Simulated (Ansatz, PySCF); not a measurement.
Ansatz (a program for electronic structure) was given this input:
Ansatz 0.2 input:
```yaml
crystal:
  periodic: [false, false, false]
  atoms:
    - {symbol: Si, position_ang: [1.73006259, 0.88617971, -0.01821925]}
    - {symbol: Si, position_ang: [0.21430832, -1.03910606, -0.11847187]}
    - {symbol: Si, position_ang: [-1.93611862, 0.11291389, 0.13212917]}
    - {symbol: H, position_ang: [3.05494759, 0.29289400, -0.13804698]}
    - {symbol: H, position_ang: [1.35438441, 1.72882927, -1.14918317]}
    - {symbol: H, position_ang: [1.47531091, 1.50967649, 1.27664176]}
    - {symbol: H, position_ang: [0.46584425, -2.03082472, 0.92986925]}
    - {symbol: H, position_ang: [0.32388443, -1.79829328, -1.36643948]}
    - {symbol: H, position_ang: [-2.00324331, 1.05008294, -0.98479523]}
    - {symbol: H, position_ang: [-1.86962290, 0.76938187, 1.43401237]}
    - {symbol: H, position_ang: [-2.91703742, -0.96157215, 0.06180881]}
basis:
  gaussian:
    orbitals: STO-3G
total_charge: 1
magnetization: {spin_polarized: true, initial_magnetization: 1}
correlation: {method: ccsd_t, electrons: outside_noble_gas}
accuracy: high
```

Question: Write the same job for PySCF.

Answer: One answer among several that fit: 
```python
from pyscf import gto, scf, cc

mol = gto.Mole()
mol.atom = '''
    Si    1.73006259    0.88617971   -0.01821925
    Si    0.21430832   -1.03910606   -0.11847187
    Si   -1.93611862    0.11291389    0.13212917
    H     3.05494759    0.29289400   -0.13804698
    H     1.35438441    1.72882927   -1.14918317
    H     1.47531091    1.50967649    1.27664176
    H     0.46584425   -2.03082472    0.92986925
    H     0.32388443   -1.79829328   -1.36643948
    H    -2.00324331    1.05008294   -0.98479523
    H    -1.86962290    0.76938187    1.43401237
    H    -2.91703742   -0.96157215    0.06180881
'''
mol.basis = 'sto-3g'
mol.charge = 1
mol.spin = 1
mol.verbose = 4
mol.build()

mf = scf.UHF(mol)
mf.kernel()

mycc = cc.CCSD(mf, frozen=15)
mycc.kernel()
et = mycc.ccsd_t()
print('E(CCSD(T)) = %.10f' % (mycc.e_tot + et))
```

Both were run: Ansatz gave -861.405617 Eh and PySCF -861.405617 Eh, 0.000 mEh apart.
